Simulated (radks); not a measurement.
Problem. Radial electron density D(r) = 4 pi r^2 rho(r) of an atom or ion with 45 electrons. Calculated with a radial shooting solver on a logarithmic mesh with Libxc functionals: scalar-relativistic Kohn-Sham, Slater X-alpha with alpha = 0.667, spin-unpolarised, spherical densities, point nucleus.

| r (bohr) | D(r) (e/bohr) |
|---|---|
| 0.002068 | 4.402 |
| 0.002693 | 6.815 |
| 0.003535 | 10.49 |
| 0.004603 | 15.59 |
| 0.005994 | 22.46 |
| 0.007805 | 31.12 |
| 0.01024 | 41.31 |
| 0.01334 | 50.94 |
| 0.01737 | 57.97 |
| 0.02262 | 60.11 |
| 0.02945 | 57.04 |
| 0.03866 | 52.33 |
| 0.05034 | 53.22 |
| 0.06555 | 62.97 |
| 0.08535 | 74.31 |
| 0.112 | 73.29 |
| 0.1459 | 59.10 |
| 0.1899 | 50.88 |
| 0.2473 | 57.89 |
| 0.3246 | 58.60 |
| 0.4227 | 38.60 |
| 0.5505 | 19.64 |
| 0.7168 | 17.32 |
| 0.9408 | 18.32 |
| 1.225 | 12.81 |
| 1.595 | 6.088 |
| 2.077 | 2.146 |
| 2.726 | 0.5250 |
| 3.55 | 0.08336 |
| 4.623 | 0.006771 |

What is the nuclear charge?

Solution. Z = 47. The innermost maximum, from 1s, lies near gamma/Z bohr with gamma = sqrt(1 - (Z/c)^2) = 0.939, here 0.02 bohr (found: 0.0219), and its height grows with Z. The density is that of the silver ion Ag2+ in [Kr] 4d9; the configuration itself is not fixed sharply by these data, and Z only to a few units. D(r) has 4 maxima, at r = 0.0219, 0.0962, 0.288, 0.868 bohr, and minima at 0.0432, 0.188, 0.651 bohr, inside which lie 2.01, 11.16, 29.09 electrons.
